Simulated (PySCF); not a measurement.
Calculation: PBE0-D4/def2-TZVP in PySCF 2.14.0. Gas-phase values, no solvent. One relaxed conformer stands for a flexible species; it need not be the lowest. 

Reference species (SMILES): `N[C](S)S` (neutral, multiplicity 2).

```yaml
highest_occupied_spin_orbital: -4.60 eV
```

Changed species: `N[C](S)N` (radical fragment; the reference has radical fragment).

Q: Predict the effect on the highest occupied spin orbital.

A: the highest occupied spin orbital rises by 0.37 eV, to -4.23 eV.
